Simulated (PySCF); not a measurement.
BFH$_{3}$NSi (calculated)

All values are calculated (PySCF 2.14.0). Calculation on a computer-drawn molecule: the log of a Hartree-Fock and frozen-core CCSD(T) single point meant for a local Hartree-Fock minimum, with one planted fault or none, to be diagnosed. Offsets are logged minus clean, where the clean run is the same molecule without the fault. The reference is restricted for singlets and unrestricted otherwise, and also for a bond in bohr or an excited solution. Adding or removing an electron swaps singlet and doublet. The excited solution moves the top pair (singlet) or top alpha electron (doublet) to the lowest empty orbital. Highest occupied and lowest empty are orbital energies over both spins, largest force is the largest gradient component, triples share is (T) over the correlation energy, the T1 limit is 0.02 restricted and 0.045 unrestricted, electrons count all cores, a negative frequency is imaginary (commonest isotopes), and the dipole is about the centre of nuclear charge.

```json
{"formula": "BFH3NSi", "logged_structure": {"atoms_angstrom": [["N", -3.2412, -1.1082, 0.2148], ["B", -2.5808, -0.8276, 1.21], ["Si", -1.468, -0.3474, 2.8038], ["F", -2.2319, -0.8456, 4.138], ["H", -3.7814, -1.3396, -0.5769], ["H", -1.2959, 1.1108, 2.9004], ["H", -0.1622, -1.0237, 2.7525]]}, "given": {"meant_charge": 0, "meant_multiplicity": 1, "meant_basis": "cc-pV(D+d)Z", "logged_electrons": 38, "logged_basis_functions": 27, "logged_SCF_converged": "yes", "logged_spin_squared": 0.0, "logged_highest_occupied [eV]": -9.5307, "logged_lowest_empty [eV]": 9.756, "logged_largest_force [hartree/bohr]": 0.079933, "logged_T1_diagnostic": 0.016398, "logged_D1_diagnostic": 0.0497, "logged_triples_share": 0.033274, "logged_CC_converged": "yes", "logged_dipole_magnitude [debye]": 1.1324, "logged_SCF_stable_within_its_kind": "yes", "logged_energy_HF [hartree]": -463.51781, "logged_energy_CCSD(T) [hartree]": -463.72674, "possible_faults": "no fault, one electron removed, one electron added, multiplicity raised by two, geometry at a saddle point, SCF held on an excited solution, minimal basis STO-3G, one bond length entered in bohr, all coordinates scaled", "drawn_bonds_atom": [1, 2, 3, 1, 3, 3], "drawn_bonds_other_atom": [2, 3, 4, 5, 6, 7], "drawn_bonds_order": [2, 1, 1, 1, 1, 1]}, "results": {"planted_fault": "minimal basis STO-3G", "HF_energy_offset_from_clean_run [kcal/mol]": 3646, "CCSD(T)_energy_offset_from_clean_run [kcal/mol]": 3873}}
```
